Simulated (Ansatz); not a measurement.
Ideal-gas functions of C2H3Ga (`C#[C][GaH2]`) at 500 K and 1 bar, from an Ansatz frequency run at PBE0-D4/def2-TZVP.

Molar mass 96.77 g/mol, point group C2v (symmetry number 2), electronic degeneracy 1, moments of inertia 3.818, 138.835, 142.652 u Å². Harmonic wavenumbers (cm⁻¹, unscaled): 185, 202, 491, 534, 626, 699, 750, 751, 2007, 2010, 2129, 3459.

Use S(trans) = R[1.5 ln M + 2.5 ln T − 1.1517]; rotational temperatures θ = 24.2544 K / I; S(rot) = R[ln(√π/σ · √(T³/θAθBθC)) + 1.5]; for each mode x = 1.438777 ν̃/T, S = R[x/(eˣ − 1) − ln(1 − e⁻ˣ)] and H = RT x/(eˣ − 1); 1 cm⁻¹ = 0.0119627 kJ/mol; R = 8.31446 J/(mol·K).

Question: By hand: the entropy, in J/(mol·K).

Answer: Translation 176.6. Rotation: θ = 6.3526, 0.1747, 0.17 K, giving 95.9. Vibration, mode by mode: 13.65, 12.94, 6.10, 5.52, 4.46, 3.78, 3.36, 3.36, 0.18, 0.17, 0.13, 0.00, in all 53.7. Electronic 0.0. Sum 326.2 J/(mol·K).

Question: By hand: H − E and G − E in kJ/mol, counted from the electronic energy.

Answer: Zero-point energy ½ × 13843 × 0.0119627 = 82.8; thermal vibration 15.2; translation, rotation and pV give 4 RT = 16.6. H − E = 114.6 kJ/mol, and G − E = 114.6 − 500 × 326.2/1000 = -48.5 kJ/mol.

Vibration gives 16 % of the entropy.
